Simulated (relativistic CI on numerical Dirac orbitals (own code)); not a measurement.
# Hyperfine structure of Cl IV, mass number 37

Computed by Dirac-Coulomb-Breit CI, orbitals from a KLI potential per configuration, model QED, valence Slater integrals scaled by 0.85, P86 correlation energy added to each configuration (own radial code, finite nucleus).

Configuration list (outside the closed core [Ne]): 3s2.3p2, 3s.3p3, 3s2.3p.3d, 3p4, 3s.3p2.3d, 3s2.3p.4s, 3s2.3p.4p, 3p3.3d, 3s2.3p.4d, 3s2.3d.4p, 3s2.3p.4f, 3s2.3p.5s, 3s2.3d2, 3s.3d3, 3p2.3d2, 3p.3d3, 3p.3d2.4s, 3p.3d2.4p, 3p.3d2.4d, 3s2.3d.4s, 3s.3d2.4s, 3s2.4s2, 3s.3d.4s2. Double excitations out of closed p, d and f shells are left out; levels of such configurations are missing from the list, as are those of other unlisted configurations, and high levels can miss mixing partners. These lack a partner that the ground configuration has and come out too high: 3s2.3p.4f, 3s2.3p.5s.

Nuclear spin I = 3/2, μ = 0.684 μN, Q = -0.0644 b (tables of Stone and Pyykkö). The electronic factors are computed for point nuclear moments, without core polarisation; leaving it out makes A of s and p electrons in near-neutral atoms 20 to 40 % too small, and it can dominate for d and f shells.

```json
{"Level": "3s2.3p2 3P_1", "E (cm⁻¹)": "484.5", "A (MHz)": "20.33", "B (MHz)": "-31.5"}
{"Level": "3s2.3p2 3P_2", "E (cm⁻¹)": "1320.4", "A (MHz)": "317.1", "B (MHz)": "63.5"}
{"Level": "3s2.3p2 1D_2", "E (cm⁻¹)": "13929.9", "A (MHz)": "447.6", "B (MHz)": "-125"}
{"Level": "3s.3p3 5S°_2", "E (cm⁻¹)": "77918.3", "A (MHz)": "1351", "B (MHz)": "0.0129"}
{"Level": "3s.3p3 3D°_1", "E (cm⁻¹)": "108157.3", "A (MHz)": "-844.2", "B (MHz)": "-1.21"}
{"Level": "3s.3p3 3D°_2", "E (cm⁻¹)": "108191.2", "A (MHz)": "634.1", "B (MHz)": "-4.11"}
{"Level": "3s.3p3 3D°_3", "E (cm⁻¹)": "108270.3", "A (MHz)": "1115", "B (MHz)": "8.68"}
{"Level": "3s.3p3 3P°_2", "E (cm⁻¹)": "125715.0", "A (MHz)": "1263", "B (MHz)": "6.94"}
```

Levels with J = 0, under 50 % of one LS term, or S terms without an open s electron are left out. Small factors come from cancelling terms and can be off by tens of per cent or more.

Correlation outside the listed configurations is missing or only estimated: errors of thousands of cm⁻¹ between configurations and terms are usual at this charge. Rates and lifetimes follow the computed energies and can be off by large factors. The fine structure of a lone outer electron comes out too small, for d and f at times inverted, and misplaced configurations move strength between like terms. 24 of the 24 excited levels that our extract of the measured tables holds in this range could be paired (the sources list more); they are missed by 9295 cm⁻¹ on average and 14170 at most, and levels without a partner can miss by more.

Problem. Give the hyperfine levels of 3s2.3p2 3P_2 relative to its centre of gravity.

Solution. With K = F(F + 1) − I(I + 1) − J(J + 1), E = AK/2 + B[¾K(K + 1) − I(I + 1)J(J + 1)]/[2I(2I − 1)J(2J − 1)]: F = 1/2: -1372, F = 3/2: -951.4, F = 5/2: -198.3, F = 7/2: 967.3 MHz.

LS names give the leading component of a level, which can be under half, so a name can repeat, a term be missing and a line seem to break the LS rules.
